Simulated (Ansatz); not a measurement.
A geometry relaxed with B3LYP-D3(BJ)/def2-TZVP in Ansatz (a program for electronic structure), charge 0, multiplicity 1:

```xyz
9

C      0.0495    -0.1204    -0.2938
H      2.3810    -0.5321    -0.0307
S      0.3416     1.6294     0.1460
S     -1.0678    -0.1000    -1.7565
H      1.0128     1.3884     1.2890
H     -2.1979     0.0870    -1.0558
H     -1.4880    -0.2328     1.5319
S     -0.5545    -1.1116     1.1180
S      1.5234    -1.0080    -0.9480
```

Write the SMILES of this molecule.

`SC(S)(S)S`
